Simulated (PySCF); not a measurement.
Coordinates in bohr (charge 0 multiplicity 1):
```
Zr    0.0000    0.0000    0.0000
F     0.0000    0.0000    3.6097
F     0.0000    0.0000   -3.6097
```

Computed with PySCF, PBE0, basis Zr def2-TZVP with ECP28, F def2-TZVP (scalar-relativistic core potentials, no spin–orbit coupling, density fitting).

This geometry of ZrF2 is a stationary point at this level.

What is the point group?

D∞h.

Is it a minimum?

No: it has 2 imaginary modes (one degenerate set), at 134i cm⁻¹ (πu).

List the harmonic modes with their infrared intensities.


```csv
symmetry,ω (cm⁻¹),"IR (km/mol, summed over degenerate members)"
πu,134i,–
σg+,645,0.0
σu+,683,235
```

What are the dipole moment and the gap between the highest occupied and lowest empty levels?

0.00 D and 1.82 eV.

Give the atomic charges and bond orders.


| atom | Mulliken | Löwdin | polar tensor | Mayer order to Zr1 |
| --- | --- | --- | --- | --- |
| Zr1 | 0.92 | 0.55 | 1.01 | – |
| F2,3 | -0.46 | -0.27 | -0.50 | 0.97 |

In D∞h the vibrations span πu + σg+ + σu+. The σg+ mode carries no infrared intensity, as symmetry demands. With a centre of inversion only u modes can be infrared active and only g modes Raman active.

Stability towards spin polarisation was not tested. Other isomers or separated fragments may lie lower. At this level a triplet minimum of C2v symmetry lies 97 kJ/mol below this structure.
